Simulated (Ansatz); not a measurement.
`NB1CC1=O`, charge 0, multiplicity 1.

Give a relaxed structure at PBE0-D4/def2-TZVP (the Gaussian-basis code of Ansatz). (Estimate.)

The calculation gave: 
Z-matrix (Å, degrees):
```
C
B 1 1.566
C 1 1.515 2 59.9
H 1 1.090 2 126.2 3 -106.9
H 1 1.094 2 114.8 3 103.9
N 2 1.371 1 146.1 3 177.6
O 3 1.197 1 139.3 2 -172.6
H 6 1.008 2 122.9 1 -1.6
H 6 1.006 2 122.9 1 178.4
```
This is one stationary point; other conformers may exist.
